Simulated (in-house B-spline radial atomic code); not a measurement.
A run on Ru (an excited or competing configuration) that did not converge. Method: non-relativistic revTPSS, spin-polarised, spherical fractional occupations, point nucleus; computed with an all-electron radial atomic-structure program (B-spline basis).

Command:
```bash
python run_scf.py task.json out
```
Settings:
```
Z                44
configuration    [Ar] 3d10 4s2 4p5 4d7 5s1 6f1
hamiltonian      nr
method           revtpss,revtpss
spin_polarised   True
```

First and last ten iterations of the last attempt (damped for 15 steps, keeping 80 % of the old Fock matrix, then DIIS):
```
 iter        energy (Eh)    residual
    1       -4440.849901    6.52e-02
    2       -4440.853269    2.53e-03
    3       -4440.853305    1.84e-03
    4       -4440.853286    1.36e-03
    5       -4440.853265    1.01e-03
    6       -4440.853253    7.57e-04
    7       -4440.853247    5.71e-04
    8       -4440.853245    4.33e-04
    9       -4440.853245    3.30e-04
   10       -4440.853246    2.52e-04
  111       -4440.853250    4.75e-05
  112       -4440.853253    1.31e-05
  113       -4440.853252    2.28e-05
  114       -4440.853254    1.68e-05
  115       -4440.853252    2.18e-05
  116       -4440.853250    3.28e-05
  117       -4440.853250    3.51e-05
  118       -4440.853250    3.02e-05
  119       -4440.853249    4.64e-05
  120       -4440.853248    5.14e-05
 not converged after 120 iterations
```

The smallest residual met was 5.7e-06; the threshold is about 4e-07. Over the last five steps the energy moves by less than 5e-06 hartree, but the orbitals didn't meet the threshold. Run time, properties included: 4.2 s on 1 thread of Arm Neoverse V1, on a shared host.
